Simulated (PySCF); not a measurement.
Computed shifts of a molecule C3H9FSi, KT2/pcSseg-1 (PySCF), GIAO, gas phase, atoms alike by connectivity averaged where their shifts nearly agree, in ppm (number of nuclei): ¹³C: 13.3 (1), 9.0 (1), -0.6 (1). ²⁹Si: 32.2 (1). ¹⁹F: -232.5 (1). ¹H: 5.50 (1), 1.23 (1), 1.15 (3), 1.01 (1), 0.54 (3). References: ¹³C against TMS (σ = 185.1 ppm); ²⁹Si against TMS (σ = 361.9 ppm); ¹⁹F against CFCl3 (σ = 127.1 ppm); ¹H against TMS (σ = 31.47 ppm), references at their B3LYP-D3(BJ)/def2-TZVP geometries, non-relativistic. Geometry: PBE0-D3(BJ)/def2-SVP. One conformer was computed; it need not be the lowest.

Task: Which structure fits?
A) C[SiH](C)CF
B) CC[Si@H](C)F
C) CCC[SiH2]F
D) C[C@H](F)C[SiH3]

Result: B, CC[Si@H](C)F
